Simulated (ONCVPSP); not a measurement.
# Before and after: ONCV potential for iron (Fe)

Fe (Z = 26), optimised norm-conserving Vanderbilt (ONCV), made with ONCVPSP 4.0.1 (PBEsol, scalar-relativistic). Core [Ne], reference 3s2 3p6 3d5 (charge +3). Waves: 3s: rc 1.25 bohr, ncon 4, nbas 8, qcut 10.6 1/bohr, 2 projectors, debl 2.4 Ha; 3p: rc 1.05 bohr, ncon 4, nbas 9, qcut 14.1 1/bohr, 1 projector; 3d: rc 1.80 bohr, ncon 4, nbas 9, qcut 8.7 1/bohr, 2 projectors, debl 2.7 Ha. Local part: polynomial inside 0.90 bohr (lpopt 5, dvloc0 0 Ha). Core correction: polynomial model core, fcfact 0.45.

In the s channel the program set the typed energies aside and used -4.809, 0.250 Ha.

Change: s: rc 1.04.

Cutoffs: the cutoffs (Ha) at which the residual kinetic energy of the hardest occupied pseudo-wave falls to 1 and 0.1 mHa per electron; they do not see the model core or the augmentation charge, which bear on the density cutoff. Errors are all-electron minus pseudo energies relative to the spin-unpolarised reference configuration.

Problem. How do hardness, ghosts and transferability respond?

Solution. The potential gets neither clearly harder nor softer (47 Ha and 67 Ha → 47 Ha and 67 Ha); the p channel sets the loose cutoff, while the largest relative change is in s, which becomes harder; the errors of the 3 common tests hardly move; neither file shows a bound ghost.

| quantity | base | changed |
| --- | --- | --- |
| cutoff, loose | 47 Ha | 47 Ha |
| cutoff, tight | 67 Ha | 67 Ha |
| loose cutoff by channel | s 38 Ha, p 47 Ha, d 31 Ha | s 46 Ha, p 47 Ha, d 31 Ha |
| bound ghosts | none | none |
| GHOST(+) flags under 300 eV | none | none |
| tests with a reliable result | 3 of 4 | 3 of 4 |
| error for 3s2 3p6 3d6 4s2, meV [ΔE -59.05 eV] | +73 | +72 |
| error for 3s2 3p6 3d6 4s1, meV [ΔE -50.30 eV] | +109 | +108 |
| error for 3s2 3p6 3d6, meV [ΔE -34.19 eV] | +164 | +165 |
| p: phases at 1.07 bohr within 0.05 rad from the reference energy up to (Ha; the scan ends near 5) | 3.4 | 3.4 |
| d: phases at 1.83 bohr within 0.05 rad from the reference energy up to (Ha; the scan ends near 5) | to the end of the scan | to the end of the scan |
| rms error of d²Exc/dni dnj with the model core, mHa | 1.24 | 0.85 |
